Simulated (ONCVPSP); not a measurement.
# Reading a pseudo-wave (sulfur (S))

Columns: radius, all-electron u(r) and pseudo u(r) of the 2s shell (level -210.79 eV) of sulfur in the configuration [He] 2s2 2p6 3s2 3p4; LDA (Perdew-Zunger), scalar-relativistic, ONCV scheme, ONCVPSP 4.0.1.

```csv
r (bohr),all-electron,pseudo
0.045,-0.6959,0.2668
0.090,-0.4724,0.5230
0.135,0.0311,0.7586
0.180,0.5384,0.9648
0.225,0.9479,1.1351
0.270,1.2352,1.2652
0.315,1.4090,1.3531
0.360,1.4896,1.3994
0.405,1.4994,1.4068
0.450,1.4589,1.3802
0.495,1.3845,1.3254
0.540,1.2892,1.2490
0.585,1.1829,1.1581
0.630,1.0725,1.0587
0.675,0.9631,0.9562
0.720,0.8579,0.8550
0.765,0.7592,0.7581
0.810,0.6680,0.6677
0.855,0.5849,0.5847
0.900,0.5100,0.5099
0.945,0.4432,0.4431
0.990,0.3838,0.3837
1.035,0.3315,0.3314
1.080,0.2857,0.2856
1.125,0.2456,0.2455
1.170,0.2108,0.2107
```

(1) How many radial nodes do the two functions have?

(2) At about which radius was the pseudo-wave matched?

(3) Is the pseudo-wave norm-conserving?

Results:

(1) The all-electron 2s function has n − l − 1 = 1; the pseudo-wave has 0, since the states of the same l below it are removed with the core.

(2) 0.90 bohr. The columns agree to 0.0005 from 0.81 bohr on; several derivatives are matched, so the curves merge somewhat inside the radius.

(3) Yes: the ONCV scheme keeps the norm inside the radius equal to the all-electron one, which fixes the energy derivative of the logarithmic derivative at the level.
